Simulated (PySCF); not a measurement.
C2H5BrSi. Atoms are numbered in the order given.

```xyz
9

Si     0.0028    -0.8453     0.6285
Br    -0.9958     0.6809    -0.6920
C      1.8451    -0.7986     0.3649
C      2.7058    -0.4707     1.3389
H     -0.3083    -0.5150     2.0447
H     -0.5778    -2.1639     0.2588
H      2.2404    -1.0475    -0.6284
H      3.7893    -0.4514     1.1764
H      2.3660    -0.2046     2.3464
```
Charge 0, spin multiplicity 1.

The structure is a stationary point at B3LYP-D3(BJ)/def2-SVP. One conformer was computed; it need not be the lowest.

The numbers are results of PBE0/pcSseg-1 run with PySCF, not measurements.

GIAO shieldings, no solvent; atoms listed in one row are averaged. δ = σ(ref) − σ: ²⁹Si against TMS (σ = 352.7 ppm); ¹³C against TMS (σ = 186.3 ppm); ¹H against TMS (σ = 31.56 ppm), references at their B3LYP-D3(BJ)/def2-TZVP geometries, non-relativistic (without spin–orbit terms, shifts of atoms bonded to Cl or Br come out too high).

Task: Estimate the chemical shifts. (Estimate from the structure and the level; the computed values follow.)

Result: 
| nucleus | atoms | count | δ (ppm) |
|---|---|---|---|
| ²⁹Si | Si1 | 1 | -9.0 |
| ¹³C | C4 | 1 | 149.2 |
| ¹³C | C3 | 1 | 144.0 |
| ¹H | H7 | 1 | 6.79 |
| ¹H | H8 | 1 | 6.76 |
| ¹H | H9 | 1 | 6.67 |
| ¹H | H6 | 1 | 5.70 |
| ¹H | H5 | 1 | 5.41 |
